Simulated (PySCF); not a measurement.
## Correlation energy of P (phosphorus, neutral)

[Ne] 3s1 3p3 4s1, high-spin 6S determinant (an excited configuration). Computed with PySCF 2.14 in aug-cc-pVQZ-DK (7s6p4d3f2g, 84 functions), with scalar relativity by spin-free X2C-1e. Frozen: [Ne]; 5 electrons correlated.

```
  level  correlation energy (mhartree)
   CCSD                         -42.19
    (T)                          -1.01
CCSD(T)                         -43.20
```

Diagnostics: T1 = 0.0094, D1 = 0.0294, largest double amplitude 0.035.

**Question.** Is a single reference adequate?

**Answer.** Yes: T1 lies below 0.03 and no double amplitude reaches 0.07.
